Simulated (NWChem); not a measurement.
System meant: WOF3 cation; SMILES [F][W+]([F])([F])=[O]

The following NWChem deck was run.

```
start job
memory heap 200 mb stack 700 mb global 900 mb
charge 1
geometry units angstroms noautoz
  W      0.000024    -0.002418    -0.084654
  O      0.000002     0.056513     1.563650
  F      1.595878    -0.701220    -0.532494
  F     -0.206977     1.702818    -0.618481
  F     -1.388835    -1.059500    -0.519721
end
basis spherical
  W library def2-svp
  O library def2-svp
  F library def2-svp
end
dft
  xc xpbe96 cpbe96
  iterations 150
  mulliken
end
task dft energy
```

End of the output:

```
          Convergence Information
          -----------------------
          Convergence aids based upon iterative change in
          total energy or number of iterations.
          Levelshifting, if invoked, occurs when the
          HOMO/LUMO gap drops below (HL_TOL):  1.00D-02
          DIIS, if invoked, will attempt to extrapolate
          using up to (NFOCK): 10 stored Fock matrices.

                    Damping( 0%)  Levelshifting(0.5)       DIIS
                  --------------- ------------------- ---------------
          dE  on:    start            ASAP                start
          dE off:    2 iters        150 iters           150 iters

      Screening Tolerance Information
      -------------------------------
          Density screening/tol_rho:  1.00D-10
          AO Gaussian exp screening on grid/accAOfunc:  14
          CD Gaussian exp screening on grid/accCDfunc:  20
          XC Gaussian exp screening on grid/accXCfunc:  20
          Schwarz screening/accCoul:  1.00D-08

      Superposition of Atomic Density Guess
      -------------------------------------

      charge =      74.0 W (Tungsten)

      symmetry species            s     p     d     f
      number of basis functions = 7     6     5     1
      number of cont. functions = 6     3     2     1
      number of closed shells   = 6     4     2     1
      number of open shells     = 0     0     1     0
      open shell occupation     = 0     0     4     0
 ------------------------------------------------------------------------
 atomscf:atomd: error in atom scf                   0
 ------------------------------------------------------------------------
 ------------------------------------------------------------------------
  current input line :
    21: task dft energy
 ------------------------------------------------------------------------
 ------------------------------------------------------------------------
 This error has not yet been assigned to a category
 ------------------------------------------------------------------------
 For more information see the NWChem manual at https://nwchemgit.github.io

0:atomscf:atomd: error in atom scf:Received an Error in Communication
```

Can this run be used? If not, why, and what is the fix?

The run crashed. Cause: the def2 basis of a heavy element holds valence functions alone and wants its effective core potential (without it all electrons must fit into that basis). This input runs:
```
start job
memory heap 200 mb stack 700 mb global 900 mb
charge 1
geometry units angstroms noautoz
  W      0.000024    -0.002418    -0.084654
  O      0.000002     0.056513     1.563650
  F      1.595878    -0.701220    -0.532494
  F     -0.206977     1.702818    -0.618481
  F     -1.388835    -1.059500    -0.519721
end
basis spherical
  W library def2-svp
  O library def2-svp
  F library def2-svp
end
ecp
  W library def2-ecp
end
dft
  xc xpbe96 cpbe96
  iterations 150
  mulliken
end
task dft energy
```
It converges to -441.13595 Ha (PBE/def2-SVP with def2 effective core potentials on W).
